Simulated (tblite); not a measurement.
C2H6Te, triplet, at the geometry of the source list (a higher spin typed on purpose: for a closed-shell molecule this is an excited state); IPEA1-xTB (tblite 0.6.0).

tblite was given this input:
```
$ tblite run mol.xyz --method ipea1 --charge 0 --spin 2 --json tblite.json --no-restart

# file mol.xyz
9

C      1.58710000    -0.09640000     0.02730000
Te     0.06580000     0.68660000    -1.30570000
C     -1.58550000     0.10180000    -0.03050000
H      2.04770000    -0.97560000    -0.40480000
H      2.34410000     0.65480000     0.20250000
H      1.12590000    -0.36030000     0.96760000
H     -1.21530000    -0.55540000     0.74240000
H     -2.32110000    -0.42430000    -0.62090000
H     -2.04860000     0.96880000     0.42210000
```

It wrote (shortened):

```
xTB calculator
 | screened Coulomb repulsion
 | Coulomb electrostatics
 |  * isotropic Klopman-Ohno-Mataga-Nishimoto electrostatics
 |  * onsite third-order electrostatics
 | DFT-D3(BJ) dispersion correction

halogen bonding energy    0.0000000000000E+00 Eh
repulsion energy          1.7028519051130E-01 Eh
dispersion energy        -2.5703429850932E-03 Eh
number of electrons       2.0000000000000E+01 e
integral cutoff           4.0000000000000E+01 bohr

------------------------------------------------------------
  cycle        total energy    energy error   density error
------------------------------------------------------------
      1     -11.70180986329  -1.1869525E+01   4.5438753E-01
      2     -11.72144742116  -1.9637558E-02   2.1344589E-01
      3     -11.69556122792   2.5886193E-02   1.9627316E-01
      4     -11.75015730250  -5.4596075E-02   2.0471018E-03
      5     -11.75016484771  -7.5452118E-06   1.2043314E-03
      6     -11.75017142936  -6.5816465E-06   6.1249156E-04
      7     -11.75017189282  -4.6345702E-07   1.7270123E-04
      8     -11.75017192827  -3.5454745E-08   2.0976505E-05
      9     -11.75017192887  -5.9859673E-10   1.9440134E-06
------------------------------------------------------------

electronic energy        -1.1917886776396E+01 Eh
total energy             -1.1750171928870E+01 Eh

Post processing:
 | Mayer-Wiberg bond orders

[Info] JSON dump of results written to 'tblite.json'
```
